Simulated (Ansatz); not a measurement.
```yaml
crystal:
  periodic: [false, false, false]
  atoms:
    - {symbol: C, position_ang: [-0.785755, 1.301791, -0.382567]}
    - {symbol: C, position_ang: [-0.521020, -0.241308, -0.681590]}
    - {symbol: Ge, position_ang: [0.995366, -0.976342, 0.717606]}
    - {symbol: Se, position_ang: [-1.431974, -1.542065, -1.717674]}
    - {symbol: H, position_ang: [-1.907283, 1.476237, -1.184795]}
    - {symbol: H, position_ang: [0.090099, 1.681761, -0.710061]}
    - {symbol: H, position_ang: [-1.210088, 1.455856, 0.653456]}
    - {symbol: H, position_ang: [1.195974, -2.571090, 0.405674]}
    - {symbol: H, position_ang: [0.436350, -0.796583, 2.257265]}
    - {symbol: H, position_ang: [2.346753, -0.081340, 0.418286]}
basis:
  gaussian: {orbitals: aug-cc-pVTZ}
hamiltonian: {xc: {name: B97M-V}}
accuracy: high
scf: {lower_state_search: light}
relax: {f_tol: 0.0001, max_steps: 1}
output: {forces: true}
```

```sh
$ ansatz run in.yaml --threads 2 --pin off --events-out ev --progress --plain --max-ram 22528MiB --backend cuda --devices 0, --max-vram 18GiB
```

It prints (some lines left out):

```
Functional definition: B97M-V
5726 factors; integrals over basis functions are off by at most 3.0e-9 eV
mean field evaluation 1: about -124001.3818 eV, gradient 7.6e1 eV
mean field evaluation 2: about -123899.0966 eV, gradient 1.7e2 eV
mean field evaluation 4: about -124016.1226 eV, gradient 1.8e1 eV
mean field evaluation 8: about -124016.9417 eV, gradient 4.2e-1 eV
mean field evaluation 16: about -124016.9420 eV, gradient 1.1e-4 eV
mean field -124016.94203774 eV, -4557.5385581845 hartree, gradient 2.5e-8 eV, S^2 0.000000; 0 other end points of the search recorded, 0 dependent functions left out
reference -124016.94205011 eV, -4557.5385586389 hartree; 42, 42 occupied and 306, 306 virtual orbitals, 5726 factors
relax step   1: F+E_penalty+E_count = -124016.94203774 eV  Δ(F+E_penalty+E_count) = +0.000e0 eV  max|allowed force component| = 7.174e0 eV/Å  Δτ_max = 0.0000 Å  (39 SCF iters, accepted)
Error: geometry relaxation did not converge after 1 steps: max|allowed force component| = 7.17e0 eV/Å (threshold 1.0e-4). Raise `relax.max_steps` over both its present limit and 1, loosen `relax.f_tol`, or start from a geometry closer to equilibrium. Where this run's directory can be resumed (`checkpoint.write`), a resume goes on for up to `relax.max_steps` more
```

Question: Something in this input is off. What?

Answer: The relaxation is allowed too few steps for its threshold. The run did not converge.
